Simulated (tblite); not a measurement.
Parent: `[F:1][C:2]([F:3])([Cl:4])[C@H:5]1[CH2:6][O:7]1` with F1–C2–C5–C6 -167°, C3H3ClF2O.

Structures optimised with GFN2-xTB, isolated species. One conformer each, not checked by frequencies here.

```csv
coordinate of the parent,value
F1–C2,1.345 Å
C2–F3,1.352 Å
C2–Cl4,1.776 Å
C2–C5,1.517 Å
C5–C6,1.465 Å
C6–O7,1.396 Å
C5–O7,1.384 Å
F1–C2–F3,105.3°
F1–C2–Cl4,108.8°
F1–C2–C5,110.9°
F3–C2–Cl4,108.8°
F3–C2–C5,109.8°
Cl4–C2–C5,112.9°
C2–C5–C6,120.4°
C2–C5–O7,118.2°
C6–C5–O7,58.6°
C5–C6–O7,57.8°
C5–O7–C6,63.6°
```

Q: How does the shared frame change in `[O:1]=[CH:2][C@@:3]1([C:4]([F:5])([F:6])[Cl:7])[CH2:8][O:9]1` with O1–C2–C3–C4 -15°, C2–C3–C4–F5 65°, C4H3ClF2O2? Atoms pair as F1 = F6, C2 = C4, F3 = F5, Cl4 = Cl7, C5 = C3, C6 = C8, O7 = O9 (parent first).

A: 
```json
{"parent": "F1–C2", "relative": "F6–C4", "value in the relative": "1.344 Å", "change": "-0.001"}
{"parent": "C2–F3", "relative": "C4–F5", "value in the relative": "1.344 Å", "change": "-0.008"}
{"parent": "C2–Cl4", "relative": "C4–Cl7", "value in the relative": "1.779 Å", "change": "+0.003"}
{"parent": "C2–C5", "relative": "C4–C3", "value in the relative": "1.525 Å", "change": "+0.008"}
{"parent": "C5–C6", "relative": "C3–C8", "value in the relative": "1.482 Å", "change": "+0.017"}
{"parent": "C6–O7", "relative": "C8–O9", "value in the relative": "1.390 Å", "change": "-0.006"}
{"parent": "C5–O7", "relative": "C3–O9", "value in the relative": "1.392 Å", "change": "+0.008"}
{"parent": "F1–C2–F3", "relative": "F6–C4–F5", "value in the relative": "105.7°", "change": "+0.4"}
{"parent": "F1–C2–Cl4", "relative": "F6–C4–Cl7", "value in the relative": "108.8°", "change": "0.0"}
{"parent": "F1–C2–C5", "relative": "F6–C4–C3", "value in the relative": "111.2°", "change": "+0.3"}
{"parent": "F3–C2–Cl4", "relative": "F5–C4–Cl7", "value in the relative": "109.2°", "change": "+0.4"}
{"parent": "F3–C2–C5", "relative": "F5–C4–C3", "value in the relative": "110.5°", "change": "+0.7"}
{"parent": "Cl4–C2–C5", "relative": "Cl7–C4–C3", "value in the relative": "111.3°", "change": "-1.6"}
{"parent": "C2–C5–C6", "relative": "C4–C3–C8", "value in the relative": "118.4°", "change": "-2.0"}
{"parent": "C2–C5–O7", "relative": "C4–C3–O9", "value in the relative": "116.6°", "change": "-1.6"}
{"parent": "C6–C5–O7", "relative": "C8–C3–O9", "value in the relative": "57.7°", "change": "-0.9"}
{"parent": "C5–C6–O7", "relative": "C3–C8–O9", "value in the relative": "57.9°", "change": "+0.1"}
{"parent": "C5–O7–C6", "relative": "C3–O9–C8", "value in the relative": "64.4°", "change": "+0.8"}
```

Of the parent's bonds, C5–C6 changes most (+0.017 Å). Bonds of the relative outside the shared frame: O1=C2 1.192, C2–C3 1.501 Å. Point group C1 → C1.

The numbers are calculated, not measured.
